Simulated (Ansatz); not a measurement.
Reaction (formal hydrolysis of the Si–N bond): `C=N[SiH2]N[SiH3]` + H₂O → `O[SiH2]N[SiH3]` + `C=N`

Gas-phase electronic energies from Ansatz, PBE0-D4/def2-TZVP geometries. CCSD(T)/CBS adds triple-zeta CCSD(T) − MP2 to the extrapolated MP2 energy (def2 sets, frozen cores). This one scheme is used for every species. One conformer a species, not always the lowest.

| level | ΔE (kcal/mol) |
| --- | --- |
| HF/def2-QZVPP | -16.2 |
| MP2/def2-QZVPP | -13.2 |

Problem. What does CCSD(T)/CBS give? (Best estimate.)

Solution. Ansatz gave: -13.7 kcal/mol. The listed levels differ from it by -2.5, 0.5 kcal/mol.

Largest T1 diagnostic among the species: 0.012.

In def2-TZVPP, CCSD(T) changes the Hartree–Fock value by +1.8 kcal/mol (the triples alone add +0.4 kcal/mol) and MP2 by +2.6 kcal/mol. The D4 term adds +1.5 kcal/mol with B3LYP and +0.9 kcal/mol with PBE0; it sums over pairs of atoms, weighted by their polarisabilities, and B3LYP, whose exchange is more repulsive, gets the larger term.

B3LYP here is the variant with VWN-RPA as its local correlation; programs differ in this.
